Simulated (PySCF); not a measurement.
# One molecule, several mistakes: AlBCGeH6

All numbers below are calculated, not measured. They come from PySCF 2.14.0, an open-source quantum chemistry program, on an isolated molecule that a program drew, which may never have been made. The molecule is AlBCGeH6 (charge 0, singlet), drawn as the SMILES string `[BH2][GeH2][CH2][Al]`.

Each row is a Hartree-Fock (HF) and frozen-core CCSD(T) single point in the cc-pV(D+d)Z basis, meant for a local HF minimum. Run 1 is clean. Each other run has one planted mistake out of seven kinds, and not every kind appears here: one electron removed, one electron added, multiplicity raised by two, geometry at a saddle point, minimal basis STO-3G, one bond length entered in bohr, all coordinates scaled. The reference is restricted for singlets and unrestricted otherwise, and also for a bond in bohr. Adding or removing an electron swaps singlet and doublet. Electrons count all cores. HOMO and LUMO are orbital energies over both spins, the gradient is its largest component, and the lowest frequency (negative if imaginary) is given only where the gradient is small. Bond lengths are over the 9 bonds as drawn. T1 is the CCSD diagnostic: over 0.02 (restricted) or 0.045 (unrestricted) a single reference is doubtful. Germanium has the cc-pVDZ-PP basis, with a core potential (ECP10MDF) in place of its 10 inner electrons, and its 3s, 3p and 3d shells are frozen in CCSD(T).

Geometry of the clean run:
```xyz
10
AlBCGeH6, angstrom
B     1.0112   -1.7927    0.9870
Ge   -0.0072   -0.3597   -0.1314
C     0.4036   -0.6240   -2.0555
Al   -0.4742    0.6547   -3.3223
H     2.1329   -1.5967    1.3650
H     0.5202   -2.8639    1.2126
H    -1.5345   -0.4520    0.0650
H     0.3949    1.0753    0.2673
H     1.4968   -0.5631   -2.1707
H     0.1162   -1.6544   -2.3156
```

| run | electrons | basis functions | <S^2> | HOMO (eV) | LUMO (eV) | gradient (hartree/bohr) | lowest frequency (cm^-1) | mean bond (Å) | longest bond (Å) | T1 | HF (hartree) | CCSD(T) (hartree) | mistake |
|---|---|---|---|---|---|---|---|---|---|---|---|---|---|
| 1 | 62 | 104 | 0.000 | -7.60 | 1.20 | 2.5e-05 | 39 | 1.5287 | 2.084 | 0.0136 | -601.28260 | -601.72926 | no fault |
| 2 | 62 | 104 | 2.215 | -6.75 | -1.44 | 3.8e-02 | - | 1.5287 | 2.084 | 0.0475 | -601.17209 | -601.61983 | multiplicity raised by two |
| 3 | 63 | 104 | 0.859 | -0.79 | 4.45 | 3.3e-02 | - | 1.5287 | 2.084 | 0.0351 | -601.26822 | -601.73604 | one electron added |
| 4 | 62 | 104 | 0.000 | -7.44 | 1.39 | 7.9e-02 | - | 1.4003 | 1.909 | 0.0139 | -601.21559 | -601.65574 | ? |

**Which mistake was planted in run 4, and what did it cost?**

The mean and the longest bond both change by the same factor, 0.916, and the gradient is no longer small. So the mistake is: all coordinates scaled. Subtracting run 1 and multiplying by 627.51 kcal/mol a hartree, the energy moved by 42.0 kcal/mol in HF and 46.1 kcal/mol in CCSD(T).

Cautions from the logs. Run 2: T1 is over the limit, so its CCSD(T) energy is less reliable.
